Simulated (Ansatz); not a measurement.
C2H8Si2 can be A, `C1[SiH2]C[SiH2]1`, or B, `C=C[SiH2][SiH3]`.

Program: Ansatz. Geometries: PBE0-D4/def2-TZVP. ΔE: electronic, gas phase. CBS: MP2 limit from def2 TZ/QZ plus the TZ coupled-cluster correction, frozen cores. Functionals use def2-TZVPP. B3LYP here is the variant with VWN-RPA as its local correlation; programs differ in this. One conformer a species, not always the lowest.

Task: Which isomer does CCSD(T)/CBS put lower? Give the gap. (An estimate is asked.)

Result: Computed: A, by 25.0 kcal/mol.

Task: Give E(B) − E(A) in kcal/mol with r2SCAN-D4, CCSD/def2-TZVPP, CCSD(T)/def2-SVP, B3LYP, HF/def2-TZVPP, ωB97M-V, B3LYP-D4. (An estimate is asked.)

Result: Computed: r2SCAN-D4 26.5, CCSD/def2-TZVPP 23.8, CCSD(T)/def2-SVP 18.6, B3LYP 20.2, HF/def2-TZVPP 18.5, ωB97M-V 27.8, B3LYP-D4 21.5. None reverses the order clearly.

Task: Does the order hold for the free energy at 298.15 K (harmonic terms from PBE0-D4)? (Estimate.)

Result: Ansatz gave: Yes: G(B) − G(A) = +21.2 kcal/mol, for one conformer each.

Largest T1 diagnostic: 0.013.

At CCSD(T), def2-SVP lies −6.4 kcal/mol from the extrapolated value and def2-TZVPP −1.1 kcal/mol. From BLYP to BHLYP (50 % exact exchange), in def2-TZVPP and without D4, E(B) − E(A) moves by +5.9 kcal/mol.
